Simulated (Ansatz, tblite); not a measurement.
Cost and result up the ladder for the cluster Sr₂S₂⁻ (the lowest doublet isomer of a short search) (4 atoms). The state is a doublet with charge -1. Geometry: PBE0-D4/def2-TZVPD.

```xyz
4

Sr   -1.7143   -0.3233    0.5326
Sr    1.7142    0.3232   -0.5325
S     0.3183    1.0549    1.6649
S    -0.3183   -1.0548   -1.6650
```

Ansatz on 4 threads of Arm Neoverse V1 on a shared host; xTB runs through tblite on one thread. Times are rough, summed over both states, and most runs start from the orbitals of an earlier one. ωB97M-V/def2-TZVPD serves as the yardstick here, not as an exact answer. The other state is a quartet at its own geometry.

In the def2 sets Sr takes a core potential; there is no spin–orbit coupling. The xTB rows come from tblite. B3LYP takes the VWN-RPA correlation. Correlated methods freeze 10 core orbitals; core or outer-core shells of Sr are correlated, in sets that lack core-valence functions. In CCSD on the charge -1 doublet the largest single amplitude is 0.55, so its Hartree–Fock determinant may place the open shell otherwise than the density functionals do. The structure comes from a short search, and lower isomers may exist.

Run but left out: HF/STO-3G (doublet: ⟨S²⟩ 1.28, where a pure state has 0.75); HF/def2-TZVPD, MP2/def2-TZVPD (doublet: a determinant that CCSD turns far, T1 0.074); B97M-V/def2-TZVPD (doublet: an occupied level 0.16 eV above an empty one).

Correlated methods converge slowly with the basis.

xTB has no spin-polarisation term.

```
                             level  functions  wall time
                          GFN1-xTB         36    0.009 s
                          GFN2-xTB         36    0.022 s
                 PBE-D4/def2-TZVPD        158      7.4 s
                BLYP-D4/def2-TZVPD        158      9.2 s
               B3LYP-D4/def2-TZVPD        158       12 s
                RPA@PBE/def2-TZVPD        158       13 s
                PBE0-D4/def2-TZVPD        158       13 s
               BHLYP-D4/def2-TZVPD        158       16 s
r2SCAN-D4/def2-TZVPD (with forces)        158       22 s
                ωB97M-V/def2-TZVPD        158       89 s
                CCSD(T)/def2-TZVPD        158    4.4 min
```

(1) Estimate what each level gives for the quartet − doublet (eV).

Answers

(1) 
```
                             level  quartet − doublet (eV)  difference from ωB97M-V/def2-TZVPD (eV)                                               remarks
                          GFN1-xTB                    2.97                                     1.30                                                     –
                          GFN2-xTB                    1.48                                    -0.19                                                     –
                 PBE-D4/def2-TZVPD                    1.58                                    -0.09  HOMO above zero (doublet), HOMO above zero (quartet)
                BLYP-D4/def2-TZVPD                    1.52                                    -0.15  HOMO above zero (doublet), HOMO above zero (quartet)
               B3LYP-D4/def2-TZVPD                    1.52                                    -0.15  HOMO above zero (doublet), HOMO above zero (quartet)
                RPA@PBE/def2-TZVPD                    1.22                                    -0.45                                                     –
                PBE0-D4/def2-TZVPD                    1.52                                    -0.15                             HOMO above zero (doublet)
               BHLYP-D4/def2-TZVPD                    1.44                                    -0.23                             HOMO above zero (doublet)
r2SCAN-D4/def2-TZVPD (with forces)                    1.57                                    -0.10  HOMO above zero (doublet), HOMO above zero (quartet)
                ωB97M-V/def2-TZVPD                    1.67                                     0.00                                                     –
                CCSD(T)/def2-TZVPD                    1.39                                    -0.28                            large T1 (0.074) (doublet)
```
